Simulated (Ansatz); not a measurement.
Cost and result up the ladder for Ga(PH3)H3 (GaPH₆) (8 atoms). Charge 0, multiplicity 1. Geometry: PBE0-D4/def2-TZVP.

```xyz
8

Ga    0.852    0.543   -1.041
P    -0.631   -0.397    0.771
H    -0.409   -0.023    2.112
H    -0.675   -1.794    0.956
H    -2.020   -0.157    0.722
H     2.217    0.037   -0.436
H     0.456    2.057   -0.854
H     0.210   -0.266   -2.232
```

Ansatz on 4 threads of Arm Neoverse V2 on a shared host. Times are rough, and most runs start from the orbitals of an earlier one. ωB97M-V/def2-TZVP serves as the yardstick here, not as an exact answer. Differences are given only for rows in sets of like size (and for xTB, whose basis is part of the method), since another set adds its own error. Binding counts from free atoms at the same level (Ga doublet, P quartet, H doublet; other spins of the atoms weren't run), without zero-point energy or a counterpoise term.

Correlated methods freeze 14 core orbitals; core or outer-core shells of Ga are correlated, in sets that lack core-valence functions.

Correlated methods converge slowly with the basis.

```tsv
level	functions	wall time	binding energy per atom (eV)	difference from ωB97M-V/def2-TZVP (eV)
HF/def2-TZVP	121	0.4 s	1.79	-0.68
LDA (SPW92)/def2-TZVP	121	0.4 s	2.75	0.28
PBE-D4/def2-SVP	80	0.4 s	2.41	–
MP2/def2-TZVP	121	0.55 s	2.28	-0.18
PBE-D4/def2-TZVP	121	0.6 s	2.42	-0.05
BLYP-D4/def2-TZVP	121	0.65 s	2.43	-0.04
PBE0-D4/def2-SVP	80	0.65 s	2.41	–
CAM-B3LYP-D4/def2-TZVP	121	0.85 s	2.48	0.01
PBE0-D4/def2-TZVP (with forces)	121	1 s	2.42	-0.05
r2SCAN-D4/def2-TZVP	121	1.4 s	2.46	-0.01
ωB97M-V/def2-TZVP	121	2.8 s	2.47	0.00
B97M-V/def2-TZVP	121	3.1 s	2.50	0.03
CCSD(T)/def2-TZVPP	174	15 s	2.43	-0.04
```
